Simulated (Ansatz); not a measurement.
`F[SiH](F)C#C[SiH3]`, relaxed with RKS PBE-D4/def2-SVP in Ansatz from a rough embedded geometry. The force threshold is 0.03 eV/Å; the program also tests the step.

The species carries charge 0 and has multiplicity 1.

Start:

```xyz
10

F    -0.744    0.353    3.285
Si    0.311    0.981    2.244
F     1.815    0.645    2.739
C     0.090    0.317    0.522
C    -0.069   -0.232   -0.542
Si   -0.310   -0.994   -2.262
H     0.090    2.479    2.225
H    -0.068   -2.422   -2.215
H    -1.730   -0.739   -2.768
H     0.615   -0.388   -3.228
```

```tsv
step	energy (eV)	largest force (eV/Å)	largest move (Å)
1	-23302.7948	3.274	0.000
2	-23302.9481	0.566	0.072
3	-23302.9644	0.172	0.020
4	-23302.9665	0.132	0.009
5	-23302.9701	0.013	0.038
```

End:

```xyz
10

F    -0.744    0.311    3.227
Si    0.305    1.001    2.195
F     1.803    0.657    2.724
C     0.078    0.263    0.544
C    -0.082   -0.223   -0.580
Si   -0.320   -0.973   -2.250
H     0.108    2.475    2.215
H    -0.072   -2.450   -2.160
H    -1.727   -0.715   -2.705
H     0.650   -0.347   -3.210
```

Run time 5 s (4 threads of an Arm Neoverse V2 on a shared host); peak host memory 0.15 GiB.
